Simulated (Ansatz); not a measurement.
Molecule: MnCl$_{2}$, net charge 0, sextet state. The spin state was set by rule; other spins were not relaxed. 
Geometry from a B3LYP-D3(BJ)/def2-TZVP (Ansatz, a first-principles code) optimisation:
```
Mn
Cl 1 2.1895
Cl 1 2.1895 2 180.00
```
Charge 0, spin multiplicity 6.

Total electronic energies in hartree. Valence correlation only, unless marked. Open shells are spin-unrestricted. Spin-orbit coupling is left out. Frozen are the shells of the preceding noble gas and the d and f shells that filled before the atom's block. Non-relativistic. CBS marks a two-point X^-3 extrapolation of the correlation energy; Hartree-Fock from the larger set. The bracket is a focal-point correction in the basis named.

```json
[
 {"level": "HF/def2-TZVPPD", "program": "Ansatz", "energy (Eh)": "-2069.03336"},
 {"level": "PBE0-D3(BJ)/def2-TZVPD", "program": "Ansatz + dftd3", "energy (Eh)": "-2071.06719"},
 {"level": "PBE0-D4/def2-TZVP", "program": "Ansatz + dftd4", "energy (Eh)": "-2071.06472"},
 {"level": "PBE0/def2-TZVPD", "program": "Ansatz", "energy (Eh)": "-2071.06485"},
 {"level": "MP2/STO-3G", "program": "Ansatz", "energy (Eh)": "-2047.06172"},
 {"level": "SCS-MP2/def2-TZVPP", "program": "Ansatz", "energy (Eh)": "-2069.47716"},
 {"level": "CCSD/6-31G", "program": "Ansatz", "energy (Eh)": "-2068.96026"},
 {"level": "CCSD(T)/def2-TZVPP", "program": "Ansatz", "energy (Eh)": "-2069.59785"},
 {"level": "RI-MP2/CBS(def2-TZVPPD,def2-QZVPPD)+[CCSD(T)-MP2]/def2-TZVPPD", "program": "Ansatz", "energy (Eh)": "-2069.7344"}
]
```

Totals of different functionals don't rank their quality; only differences between species are comparable.
